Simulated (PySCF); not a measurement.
Vertical excitations of a molecule C3H8AlCl from TDA-PBE/def2-SVPD (PySCF), as energy in eV (oscillator strength): 4.36 (0.000), 5.70 (0.038), 5.73 (0.009), 6.23 (0.017), 6.27 (0.014), 6.36 (0.026), 6.36 (0.011), 6.48 (0.017), 6.88 (0.078), 6.98 (0.143). Lowest triplet (TDA): 4.05 eV. Coordinates come from a PBE0-D3(BJ)/def2-SVP optimisation. Other conformers were not sampled.

Task: Pick the molecule that these values belong to.
A) CC[CH2][AlH][Cl]
B) C[CH](C)[AlH][Cl]
C) C[CH2][Al]([CH3])[Cl]

Result: B, C[CH](C)[AlH][Cl]
